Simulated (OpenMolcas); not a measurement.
**Cl²⁺: effect of correlating more closed shells**

```yaml
Program: OpenMolcas
Basis: ANO-RCC-VTZP [5s4p2d1f]
Scalar_Hamiltonian: DKH2, point nucleus
Active_space: 3 electrons in 3 orbitals (3p)
State_averaging: 2S+1 = 4 odd, 1 root; 2S+1 = 2 odd, 8 roots
Spin-orbit_coupling: RASSI with atomic mean-field integrals over the reference wave functions, term energies averaged over their components
```

Methods on the same reference wave functions:
A. CASSCF
B. SS-CASPT2, IPEA 0.25 Eh, imaginary shift 0.1 Eh (closed shells correlated: 3s)
C. SS-CASPT2, IPEA 0.25 Eh, imaginary shift 0.1 Eh (closed shells correlated: 2s 2p 3s)

Energies in cm⁻¹ above 3s² 3p³ ⁴S°_3/2, the measured ground level; measured values from Moore, Atomic Energy Levels, vol. I, NSRDS-NBS 35 (1971 reprint of NBS Circular 467, 1949).

```tsv
Level	A	B	C	Measured
3s² 3p³ ⁴S°_3/2	0.0	0.0	0.0	0.0
3s² 3p³ ²D°_3/2	22632	19020	18910	18053
3s² 3p³ ²D°_5/2	22676	19070	18960	18120
3s² 3p³ ²P°_1/2	37666	32060	31910	29812
3s² 3p³ ²P°_3/2	37724	32130	31980	29907
```

Deviations, from unrounded energies. A percentage is the sum of absolute deviations over the sum of measured energies, with the sign that they share, or ± where signs differ.

```
                        Against measurement  Levels      A     B     C
             mean absolute deviation (cm-1)       4   6200  1600  1500
other terms of the ground configuration (%)       4  +25.9  +6.7  +6.1
```

C lies closest to measurement on these levels and A furthest from it. The largest miss of C in the table is 3s² 3p³ ²P°_1/2, by +2100 cm-1. The ranking rests on the paired levels alone, and a cruder setting can come out closer through cancelling errors.

Between B and C the level of the table that moves most is 3s² 3p³ ²P°_1/2, by 150 cm-1 (lowest in C, highest in B). Moves below CASPT2's spread within the term are not significant.

The mean deviations of B to C differ by less than CASPT2's widest spread within a term (170 cm-1), so their order carries little weight.

From A to B the spin-free energies of the other terms of 3s² 3p³ shown, above ⁴S°, scale by factors of 0.84 to 0.85.

The lowest spin-free term lies below A's lowest term by 0.099 hartree in B, 0.118 hartree in C.

What an inner shell adds also hangs on whether the basis holds functions to correlate it.

CASPT2 breaks the degeneracy within a term, and the mean is taken; among the terms shown or strongly mixed into the levels shown the widest spread is 170 cm-1 (3s² 3p³ ²D°, C). With the s shell closed, the reference lacks s² → p² mixing. Measured partners are found by configuration, term and J. A level has none where our copy of the source lacks it or the pairing is in doubt (some pairs that miss far off the trend of their configuration count as doubtful), and it then counts in no deviation. Levels of configurations outside the active space are missing.

° marks odd parity.
